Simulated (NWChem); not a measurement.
System: BeHSeF; SMILES [F][Be][SeH]

```xyz
4

Be     0.0224     1.1349     0.0000
F      0.1160     2.5068     0.0000
Se    -0.1579    -0.9030     0.0000
H      1.3178    -1.0533     0.0000
```
Atoms are numbered in this order, from 1.

Computed with NWChem. Pople sets run with spherical d functions. STO-3G and 3-21G are far too small for this property and stand as cheap habits. The geometry was optimised at B3LYP/6-31G* (spherical d). Field at 589 nm.

| level | isotropic polarisability (bohr³) | anisotropy (bohr³) | relative time |
|---|---|---|---|
| B3LYP/STO-3G | 18.8 | 21.6 | 1 |
| B3LYP/6-31G* | 34.6 | 18.9 | 7 |
| B3LYP/def2-SVP | 35.2 | 16.4 | 5 |
| B3LYP/def2-SVPD | 45.8 | 12.9 | 10 |
| B3LYP/aug-cc-pVDZ | 45.1 | 13.1 | 70 |
| B3LYP/def2-TZVPD | 46.4 | 12.5 | 60 |

Times are rough ratios from one shared machine.
